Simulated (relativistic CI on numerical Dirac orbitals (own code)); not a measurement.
The 3d ions of charge 5+

Method of calculation: Dirac-Coulomb-Breit CI, KLI orbitals optimised for each configuration, model QED (radiative potential, 1s self-energy scaled to tabulated hydrogen-like ionisation energies), unscaled Slater integrals (own radial code, finite nucleus).

Each species is treated in one configuration, given outside its closed core, with all valence electrons in the open shell. Radial values are for the open shell of highest l, unscaled and averaged over j; ζ includes the Breit term. Labels give the leading LS character, summed over repeated terms.

| Ion | Configuration | Its lowest level | LS weight (%) | F² (cm⁻¹) | F⁴ (cm⁻¹) | ⟨r⟩ (bohr) | ⟨r²⟩ (bohr²) | Next level | E (cm⁻¹) |
| --- | --- | --- | --- | --- | --- | --- | --- | --- | --- |
| Cr5+ | 3d | ²D3/2 | 100 |  |  | 0.9537 | 1.094 | ²D5/2 | 902.67 |
| Mn5+ | 3d² | ³F2 | 100 | 107000 | 67630 | 0.9068 | 0.9927 | ³F3 | 716.22 |
| Fe5+ | 3d³ | ⁴F3/2 | 100 | 112000 | 70700 | 0.8647 | 0.9056 | ⁴F5/2 | 492 |
| Co5+ | 3d⁴ | ⁵D0 | 100 | 116900 | 73740 | 0.8266 | 0.8302 | ⁵D1 | 194.63 |
| Ni5+ | 3d⁵ | ⁶S5/2 | 100 | 121800 | 76760 | 0.7919 | 0.7644 | ⁴G11/2 | 46414 |
| Cu5+ | 3d⁶ | ⁵D4 | 100 | 126700 | 79750 | 0.7603 | 0.7066 | ⁵D3 | 1170 |
| Zn5+ | 3d⁷ | ⁴F9/2 | 99 | 131500 | 82730 | 0.7312 | 0.6555 | ⁴F7/2 | 2091.2 |
